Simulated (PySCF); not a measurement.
Molfile (atoms numbered from 1):
```
C4H17NSi3
     RDKit          3D

 25 24  0  0  0  0  0  0  0  0999 V2000
    2.3331   -0.8673   -0.9693 C   0  0  0  0  0  0  0  0  0  0  0  0
    1.8733   -0.2437    0.3417 C   0  0  0  0  0  0  0  0  0  0  0  0
    0.1176    0.5358    0.2546 Si  0  0  0  0  0  4  0  0  0  0  0  0
   -0.3952    1.3072    2.4089 Si  0  0  0  0  0  4  0  0  0  0  0  0
    0.1318    2.1047   -1.4656 Si  0  0  0  0  0  4  0  0  0  0  0  0
   -0.9489   -0.7433   -0.2672 N   0  0  0  0  0  0  0  0  0  0  0  0
   -2.2752   -0.4185   -0.7276 C   0  0  0  0  0  0  0  0  0  0  0  0
   -0.9167   -2.0419    0.3599 C   0  0  0  0  0  0  0  0  0  0  0  0
    2.3605   -0.1180   -1.7582 H   0  0  0  0  0  0  0  0  0  0  0  0
    1.6537   -1.6588   -1.2770 H   0  0  0  0  0  0  0  0  0  0  0  0
    3.3314   -1.2929   -0.8713 H   0  0  0  0  0  0  0  0  0  0  0  0
    1.9347   -0.9896    1.1365 H   0  0  0  0  0  0  0  0  0  0  0  0
    2.5731    0.5464    0.6220 H   0  0  0  0  0  0  0  0  0  0  0  0
    0.0317    0.4178    3.4982 H   0  0  0  0  0  0  0  0  0  0  0  0
    0.2016    2.6145    2.6996 H   0  0  0  0  0  0  0  0  0  0  0  0
   -1.8415    1.4757    2.6066 H   0  0  0  0  0  0  0  0  0  0  0  0
   -0.9684    3.0667   -1.3225 H   0  0  0  0  0  0  0  0  0  0  0  0
    1.3636    2.8986   -1.4103 H   0  0  0  0  0  0  0  0  0  0  0  0
    0.0393    1.6084   -2.8427 H   0  0  0  0  0  0  0  0  0  0  0  0
   -2.2618    0.5312   -1.2578 H   0  0  0  0  0  0  0  0  0  0  0  0
   -2.9907   -0.3425    0.1024 H   0  0  0  0  0  0  0  0  0  0  0  0
   -2.6313   -1.1953   -1.4101 H   0  0  0  0  0  0  0  0  0  0  0  0
    0.0941   -2.2740    0.6800 H   0  0  0  0  0  0  0  0  0  0  0  0
   -1.5803   -2.0923    1.2334 H   0  0  0  0  0  0  0  0  0  0  0  0
   -1.2400   -2.8045   -0.3550 H   0  0  0  0  0  0  0  0  0  0  0  0
  1  2  1  0
  2  3  1  0
  3  4  1  0
  3  5  1  0
  3  6  1  0
  6  7  1  0
  6  8  1  0
  1  9  1  0
  1 10  1  0
  1 11  1  0
  2 12  1  0
  2 13  1  0
  4 14  1  0
  4 15  1  0
  4 16  1  0
  5 17  1  0
  5 18  1  0
  5 19  1  0
  7 20  1  0
  7 21  1  0
  7 22  1  0
  8 23  1  0
  8 24  1  0
  8 25  1  0
M  END
```

Single conformer, non-relativistic Hamiltonian, no solvent, rapidly exchanging positions averaged. Structure optimised with GFN2-xTB; GIAO PBE0/pcSseg-1 shieldings; PySCF 2.14.0 with density-fitted response routines.

Shifts are taken against calculated references (same method and geometry level): TMS for ¹³C and ¹H and ²⁹Si; NH3 for ¹⁵N.

```tsv
atoms	nucleus	count	Hirshfeld charge	δ (ppm)
H14/H15/H16/H17/H18/H19	¹H	6	-0.08	?
C2	¹³C	1	-0.16	13.9
H12/H13	¹H	2	0.04	0.97
H20/H21/H22/H23/H24/H25	¹H	6	0.04	2.46
C7/C8	¹³C	2	-0.07	?
Si4/Si5	²⁹Si	2	0.19	-125.0
C1	¹³C	1	-0.12	?
Si3	²⁹Si	1	0.25	-6.7
H9/H10/H11	¹H	3	0.04	1.18
N6	¹⁵N	1	-0.17	13.5
```

Problem. Fill in the missing shifts.

Solution. 
- C7/C8: 42.1 ppm, methyl carbon bonded to N; the inductive effect lowers its shielding
- C1: 11.8 ppm, methyl carbon; aliphatic region, no heteroatom directly attached
- H14/H15/H16/H17/H18/H19: 3.36 ppm, hydrogen on a silicon bonded to Si

Shifts are as computed. Against solution values, carbons near 30 ppm lie about +3 ppm off and those near 130 ppm about +5 ppm. Of 1211 compounds with measured shifts, 218 miss one by over three times the rms of a fit or turn the order of signals round; such compounds aren't used in these exercises. Experimental scales use liquid or dissolved standards, which lie at an offset from isolated NH3 (liquid NH3: subtract about 20 ppm).
